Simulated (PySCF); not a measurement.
Positional isomers: azulene fluoro+boryl. Isolated molecules, 0 K electronic values unless said otherwise. One relaxed conformer stands for each flexible species; it need not be the lowest. Strings in code marks are SMILES.

Quantity: electronic energy of isomers of C10H8BF relative to `Bc1ccc2c(F)ccccc1-2`, in eV.

A: `Bc1cc(F)c2cccccc1-2`
B: `Bc1cc(F)ccc2cccc1-2`
C: `Bc1ccc(F)c2cccc-2c1`
D: `Bc1cc2ccccc(F)c-2c1`
E: `Bc1cc2cccc(F)cc-2c1`

Q: Put the candidates in order of electronic energy of isomers of C10H8BF relative to `Bc1ccc2c(F)ccccc1-2`, lowest first, for TPSSh-D3(BJ)/def2-TZVP // B3LYP-D3(BJ)/def2-SVP (PySCF).

A: A (0.182 eV), C (0.215 eV), D (0.259 eV), E (0.378 eV), B (0.50 eV)
